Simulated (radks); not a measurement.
Spherical jellium clusters: N electrons in a uniform positive sphere of charge N and radius rs N^(1/3), rs = 2.49 bohr. Calculated with a radial shooting solver with Libxc functionals: non-relativistic Kohn-Sham, LDA (Slater exchange, Perdew-Wang correlation), spin-polarised, spherical densities. Levels are named by radial order and angular momentum (1s, 1p, 1d, 2s, ...), and open shells are averaged over m.

N = 2, configuration 1s2. This is the lowest configuration that the search found. Occupied and some empty levels:

level,occupation,eigenvalue (eV),<r> (bohr)
1s,2,-4.5639,2.957
1p,0,-0.89711,5.276
2s,0,-0.081446,11.71

Energy (eV): total -2.35719, kinetic 5.9456, external -36.908, Hartree 16.736, exchange-correlation -8.9485, background 20.817. Static polarisability (adiabatic kernel): 67.93 bohr^3, against R^3 = 30.88 for a classical metal sphere.
